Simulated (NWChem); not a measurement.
## Correlation energy of GeSe

```xyz
2

Ge     0.0000     0.0000     1.1173
Se     0.0000     0.0000    -1.0516
```
Charge 0, spin multiplicity 1.

Program: NWChem. Structure: optimised with PBE/def2-SVP, a minimum by its harmonic frequencies.

Basis set: def2-TZVP. Each correlation energy counts from its own Hartree-Fock reference.

The Hamiltonian is non-relativistic. The correlated methods keep 18 core orbitals frozen. The structure started from a generated list of species. Coupled-cluster values serve here as a point of comparison, not as the truth.

Question: For the correlation energy, CR-CCSD[T] gives -505.5 mHa and CCSD(T) gives -509.7 mHa. What do SCS-MP2, CCSD+T(CCSD), CCSD give?

Answer: SCS-MP2: -450.9 mHa; CCSD+T(CCSD): -512.0 mHa; CCSD: -485.2 mHa.
